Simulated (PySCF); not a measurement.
## Correlation energy of Xe⁺ (xenon, charge +1)

[Kr] 4d10 5s2 5p5, 2P determinant. Calculation: PySCF 2.14, in aug-cc-pVDZ-PP with ECP28MDF (5s4p3d, 32 functions); a scalar-relativistic core potential. Frozen: 4s2 4p6 4d10; 7 electrons correlated.

| level | correlation energy (mhartree) |
| --- | --- |
| CCSD | -93.86 |
| (T) | -1.15 |
| CCSD(T) | -95.01 |
| CCSDT | -95.21 |

Diagnostics: T1 = 0.0060, D1 = 0.0182, largest double amplitude 0.042.

Cost of the coupled-cluster step: about 1 core-seconds, for 7 correlated electrons.
